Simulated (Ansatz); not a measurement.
Input file:

```yaml
crystal:
  periodic: [false, false, false]
  atoms:
    - { symbol: Si, position_ang: [-0.320275, 0.554397, -0.115948] }
    - { symbol: H, position_ang: [0.773993, -1.192744, -1.896289] }
    - { symbol: O, position_ang: [-0.696197, 1.264873, -1.444864] }
    - { symbol: H, position_ang: [0.414038, -0.611504, -2.09015] }
    - { symbol: "N", position_ang: [1.106164, 0.787798, 0.785457] }
    - { symbol: "N", position_ang: [-1.278021, -0.57554, 0.727108] }
    - { symbol: H, position_ang: [1.369312, 0.290429, 1.636325] }
    - { symbol: H, position_ang: [1.836999, 1.417329, 0.453999] }
    - { symbol: H, position_ang: [-2.173997, -0.883343, 0.350306] }
    - { symbol: H, position_ang: [-1.032016, -1.051694, 1.594055] }
magnetization:
  spin_polarized: true
basis:
  gaussian: { orbitals: def2-SVP }
hamiltonian:
  xc: pbe
  dispersion: d4
relax:
  f_tol: 0.03
  max_steps: 50
```

Launched with:

```bash
$ ansatz run input.yaml --threads 2 --pin off --max-ram 3072MiB --backend cpu --events-out ev --progress --plain --runs-dir out
```

Hardware: 2 threads of Intel(R) Xeon(R) Platinum 8488C (Sapphire Rapids), on a shared host.

Roughly how long does this run take, and how much memory?

32 s, with a peak of 0.17 GiB, for 22 ionic steps.
